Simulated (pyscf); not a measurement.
cyclic C₂H₆Si (SMILES C1C[SiH2]1) → H₂C=CH–SiH₃, a rearrangement (singlet surface; C–Si, C–H broken, H–Si formed). Structures and frequencies: ωB97X-D3(BJ)/def2-SVP in PySCF. MP2 and CC: frozen core, UHF for open shells. ΔMP2 is the change of the MP2 total energy from the triple- to the quadruple-zeta basis. Energies in kJ/mol from the reactant's lowest minimum found.

Small-basis levels: PySCF, no dispersion term, spherical d functions. AM1 to PM7: differences of heats of formation from MOPAC. GFN2-xTB: tblite. Cost: rough CPU time at the saddle relative to B3LYP/6-31G*, from one job on a shared machine.

```
level                                barrier  reaction energy        cost
--------------------------------  ----------  ---------------  ----------
HF/STO-3G                              345.1            -15.4        0.04
HF/3-21G                               315.9            -52.6        0.06
HF/6-31G*                              275.8            -61.3        0.08
BP86/6-31G*                            269.6            -25.5           1
B3LYP/STO-3G                           369.0            -17.5         0.5
B3LYP/3-21G                       (withheld)            -37.0         0.7
GFN2-xTB                               241.9            -43.4  under 0.02
AM1                                    352.4            -11.4  under 0.02
PM6                                    291.4            -38.5  under 0.02
CCSD(T)/def2-TZVPP + ΔMP2(QZVPP)  (withheld)            -35.4           –
```

Question: Some entries are withheld; supply them.

Answer: 
- B3LYP/3-21G, barrier: 311.2
- CCSD(T)/def2-TZVPP + ΔMP2(QZVPP), barrier: 262.6

Against the last row the barrier runs from -20.7 (GFN2-xTB) to +106.4 kJ/mol (B3LYP/STO-3G); BP86/6-31G* happens to lie closest here (7.1 kJ/mol apart). CCSD(T)/def2-TZVPP + ΔMP2(QZVPP) has limits of its own. The same reactants have a lower exit, to H₃C–CH₂–SiH: [singlet] (barrier +110.2 kJ/mol at ωB97M-D3(BJ), against +259.8 kJ/mol here). This is the saddle that the search found; another between the same sides may lie lower. The CCSD(T) − MP2 part came from Ansatz, without density fitting, on the same reference.
